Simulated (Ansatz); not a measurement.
System: sum formula SiN$_{2}$H$_{3}$Cl$_{2}$ (charge 0, doublet). It need not be the lowest isomer of its formula. 
Coordinates optimised at B3LYP-D3(BJ)/def2-TZVP (Ansatz, a first-principles code):
```
Si
N 1 1.6855
H 2 1.0060 1 122.81
H 2 1.0074 3 113.46 1 -161.03
N 1 1.7270 2 107.47 3 161.74
H 5 1.0209 1 116.02 2 -153.21
Cl 1 2.0577 2 107.26 3 35.69
Cl 1 2.0667 2 115.79 3 -83.45
```
Charge 0, spin multiplicity 2.

Parts of the frozen-core correlation energy in 6-31G (Ansatz, hartree). Frozen orbitals: 17; correlated occupied orbitals by spin: 16 and 15; virtual: 30 and 31. UHF or UKS for open shells. No spin-orbit coupling. No relativistic terms.

```csv
term,value
reference (HF),-1318.47396
MP2 opposite-spin,-0.24114
MP2 same-spin,-0.07691
CCSD correlation,-0.35089
(T),-0.00737
T1 diagnostic,0.013
largest doubles amplitude,0.019
<S^2> of the reference,0.758
```
